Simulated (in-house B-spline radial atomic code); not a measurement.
Radial electron density of Cu⁺, [Ar] 3d10. Computed with an all-electron radial atomic-structure program (B-spline basis): scalar-relativistic (X2C) BP86, spin-polarised, spherical fractional occupations, Fermi nucleus of rms radius 3.8823 fm.

One-electron X2C: radii and densities carry no picture-change correction, so inner-shell <1/r> comes out high (for 1s by about 2 % at Z = 33, 5 % at 54, 10 % at 75, 30 % at 118) and <r> low.

Columns: r (bohr), 4πr²n(r) (electrons per bohr), bar.

```
 0.00205    1.064 #
 0.00246    1.459 ##
 0.00295    1.991 ##
 0.00354    2.706 ###
 0.00425    3.658 ####
  0.0051    4.904 #####
 0.00611    6.498 #######
 0.00733    8.536 #########
 0.00879    11.06 ############
  0.0105    14.04 ###############
  0.0126    17.59 ###################
  0.0152    21.65 ########################
  0.0182    25.72 ############################
  0.0218    29.61 ################################
  0.0262    32.88 ####################################
  0.0314    34.89 ######################################
  0.0377     35.3 #######################################
  0.0452    34.02 #####################################
  0.0542    31.56 ###################################
   0.065    29.04 ################################
  0.0779    27.89 ###############################
  0.0935    29.23 ################################
   0.112    32.99 ####################################
   0.134    37.51 #########################################
   0.161    40.14 ############################################
   0.193     38.4 ##########################################
   0.232    32.12 ###################################
   0.278    24.29 ###########################
   0.334    18.74 #####################
     0.4    17.89 ####################
    0.48    20.36 ######################
   0.576     22.5 #########################
   0.691    21.53 ########################
   0.828    17.47 ###################
   0.993    12.17 #############
    1.19    7.531 ########
    1.43    4.263 #####
    1.71    2.339 ###
    2.06      1.2 #
    2.47   0.5831 #
    2.96    0.252 
    3.55   0.0912
```

On this grid the curve has 3 maxima, near 0.0377, 0.161, 0.576 bohr.

The 3d down radial function P(r) = rR(r), positive near the nucleus:

```
r (bohr)         P
  0.0182  0.001327
  0.0262  0.003627
  0.0377  0.009631
  0.0542   0.02453
  0.0779   0.05912
   0.112    0.1325
   0.161     0.269
   0.232     0.483
   0.334    0.7391
    0.48    0.9372
   0.691    0.9638
   0.993    0.8093
    1.43    0.5698
    2.06    0.3371
    2.96    0.1584
```
